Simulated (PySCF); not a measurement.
Working out the ionisation energy of Rb⁺

Rb⁺ [Kr] (1S) → Rb²⁺ [Ar] 3d10 4s2 4p5 (2P). All numbers are calculated (PySCF 2.14, scalar relativity by spin-free X2C-1e, in Sapporo-DKH3-DZP-2012 (7s6p2d, 35 functions)). Frozen: [Ar] 3d10 4s2. Energies in hartree (1 hartree = 27.21139 eV):

```csv
part,Rb⁺ (lower),Rb²⁺ (upper)
UHF,-2978.832169,-2977.860097
CCSD correlation,-0.118382,-0.083345
(T),-0.000198,-0.000085
```

Question: What does Hartree-Fock give?

Answer: (-2977.860097) − (-2978.832169) = 0.972072 hartree = 26.451 eV.

Question: What do CCSD and CCSD(T) give?

Answer: The CCSD correlation energies differ by 0.035037 hartree = 0.953 eV and the triples by 0.000113 hartree = 0.003 eV, so CCSD gives 27.404 eV and CCSD(T) 27.407 eV.

Reference: 27.290 eV (measured; NIST Atomic Spectra Database, ionization energies), between the lowest levels; spin-orbit coupling is absent from the calculation.

A double-zeta basis recovers only part of the correlation energy.

What remains against the reference includes basis incompleteness, the frozen core and higher excitations.
